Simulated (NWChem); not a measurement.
All runs are NWChem calculations. System: CF (+1), charge 1, spin multiplicity 1, at a geometry optimised with PBE0/def2-SVP. The structure started from a generated list of species. Level: TD-PBE/aug-cc-pVDZ.

NWChem printed:

```
             Northwest Computational Chemistry Package (NWChem) 7.3.0
             --------------------------------------------------------

                                NWChem Input Module
                                -------------------

 Scaling coordinates for geometry "geometry" by  1.889725989
 (inverse scale =  0.529177249)

 Turning off AUTOSYM since
 SYMMETRY directive was detected!

                             Geometry "geometry" -> ""
                             -------------------------

 Output coordinates in angstroms (scale by  1.889725989 to convert to a.u.)

  No.       Tag          Charge          X              Y              Z
 ---- ---------------- ---------- -------------- -------------- --------------
    1 C                    6.0000     0.00000000     0.00000000     0.69209600
    2 F                    9.0000     0.00000000     0.00000000    -0.46139700

 Effective nuclear repulsion energy (a.u.)      24.7730774664

            Nuclear Dipole moment (a.u.)
            ----------------------------
        X                 Y               Z
 ---------------- ---------------- ----------------
     0.0000000000     0.0000000000     0.0000056692

      Symmetry information
      --------------------

 Group name             C2v
 Group number             16
 Group order               4
 No. of unique centers     2

      Symmetry unique atoms

     1    2


 Summary of "ao basis" -> "" (spherical)
 ------------------------------------------------------------------------------
       Tag                 Description            Shells   Functions and Types
 ---------------- ------------------------------  ------  ---------------------
 *                        aug-cc-pvdz                 on all atoms

  pbe96 is a nonlocal functional; adding pw91lda local functional.

                                 NWChem DFT Module
                                 -----------------

 Summary of "ao basis" -> "ao basis" (spherical)
 ------------------------------------------------------------------------------
       Tag                 Description            Shells   Functions and Types
 ---------------- ------------------------------  ------  ---------------------
 C                        aug-cc-pvdz                9       23   4s3p2d
 F                        aug-cc-pvdz                9       23   4s3p2d

 Summary of "ao basis" -> "ao basis" (spherical)
 ------------------------------------------------------------------------------
[...]
  ----------------------------------------------------------------------------
     Transition Moments    X  0.00000   Y  0.00000   Z -0.00000
     Transition Moments   XX -0.00000  XY -0.00000  XZ  0.00000
     Transition Moments   YY  0.00000  YZ  0.00000  ZZ -0.00000
     Dipole Oscillator Strength                    0.0000000000
     Electric Quadrupole                           0.0000000000
     Magnetic Dipole                               0.0000000000
     Total Oscillator Strength                     0.0000000000

          sigma_e =   0.9907 Angstrom
          sigma_h =   0.7427 Angstrom
         |d_h->e| =   0.8231 Angstrom
            d_exc =   1.4868 Angstrom
            d_CD1 =   1.0711 Angstrom
            d_CD2 =  -0.0435 Angstrom
            d_CD3 =   2.3099 Angstrom
     Pearson C.C. =  -0.0000

     Occ.    5  b1  ---  Virt.    8  b2   0.70711 X
     Occ.    6  b2  ---  Virt.    9  b1  -0.70711 X
  ----------------------------------------------------------------------------
  Root   4 singlet a1             0.433836970 a.u.               11.8053 eV
  ----------------------------------------------------------------------------
     Transition Moments    X  0.00000   Y  0.00000   Z -0.00000
     Transition Moments   XX  0.21152  XY  0.00000  XZ  0.00000
     Transition Moments   YY -0.21152  YZ  0.00000  ZZ -0.00000
     Dipole Oscillator Strength                    0.0000000000
     Electric Quadrupole                           0.0000000195
     Magnetic Dipole                               0.0000000000
     Total Oscillator Strength                     0.0000000195

          sigma_e =   0.9953 Angstrom
          sigma_h =   0.7428 Angstrom
         |d_h->e| =   0.8280 Angstrom
            d_exc =   1.4941 Angstrom
            d_CD1 =   1.0805 Angstrom
            d_CD2 =  -0.0410 Angstrom
            d_CD3 =   2.3222 Angstrom
     Pearson C.C. =  -0.0030

     Occ.    5  b1  ---  Virt.    9  b1  -0.70710 X
     Occ.    6  b2  ---  Virt.    8  b2   0.70710 X
  ----------------------------------------------------------------------------
  Root   5 singlet a2             0.433836973 a.u.               11.8053 eV
  ----------------------------------------------------------------------------
     Transition Moments    X -0.00000   Y  0.00000   Z -0.00000
     Transition Moments   XX -0.00000  XY  0.21152  XZ  0.00000
     Transition Moments   YY  0.00000  YZ -0.00000  ZZ  0.00000
     Dipole Oscillator Strength                    0.0000000000
     Electric Quadrupole                           0.0000000195
     Magnetic Dipole                               0.0000000000
     Total Oscillator Strength                     0.0000000195

          sigma_e =   0.9953 Angstrom
          sigma_h =   0.7428 Angstrom
         |d_h->e| =   0.8280 Angstrom
            d_exc =   1.4941 Angstrom
            d_CD1 =   1.0805 Angstrom
            d_CD2 =  -0.0410 Angstrom
            d_CD3 =   2.3222 Angstrom
     Pearson C.C. =  -0.0030

     Occ.    5  b1  ---  Virt.    8  b2  -0.70710 X
     Occ.    6  b2  ---  Virt.    9  b1  -0.70710 X
  ----------------------------------------------------------------------------
  Root   6 singlet a1             0.533896084 a.u.               14.5281 eV
  ----------------------------------------------------------------------------
     Transition Moments    X  0.00000   Y -0.00000   Z -0.05021
     Transition Moments   XX -0.75146  XY -0.00000  XZ  0.00000
     Transition Moments   YY -0.75146  YZ -0.00000  ZZ  0.96017
     Dipole Oscillator Strength                    0.0008972585
     Electric Quadrupole                           0.0000007914
     Magnetic Dipole                               0.0000000000
     Total Oscillator Strength                     0.0008980499

          sigma_e =   1.9517 Angstrom
          sigma_h =   1.0154 Angstrom
         |d_h->e| =   0.6764 Angstrom
            d_exc =   2.4053 Angstrom
            d_CD1 =   1.6127 Angstrom
            d_CD2 =  -0.8071 Angstrom
            d_CD3 =   3.0817 Angstrom
     Pearson C.C. =  -0.1230

     Occ.    5  b1  ---  Virt.    9  b1   0.38594 X
     Occ.    6  b2  ---  Virt.    8  b2   0.38594 X
     Occ.    7  a1  ---  Virt.   10  a1   0.83340 X

              Target root =      1
          Target symmetry = none
      Ground state energy =   -137.309273103027
        Excitation energy =      0.296521265709
     Excited state energy =   -137.012751837318

  stored tddft:energy   -137.01275183731786

 Task  times  cpu:        8.0s     wall:        8.0s

 Total times  cpu:        8.1s     wall:        8.1s
```

Task: Write an NWChem input that would produce this output.

Result: Several could match; the one computed here: 
```
start mol
memory heap 200 mb stack 900 mb global 1100 mb
charge 1
geometry units angstroms nocenter noautoz
  C      0.000000     0.000000     0.692096
  F      0.000000     0.000000    -0.461397
  symmetry group C2v
end
basis spherical
  * library aug-cc-pvdz
end
dft
  xc xpbe96 cpbe96
  semidirect memsize 60000000 filesize 0
  iterations 100
end
tddft
  rpa
  nroots 6
  notriplet
  thresh 1e-4
end
task tddft energy
```
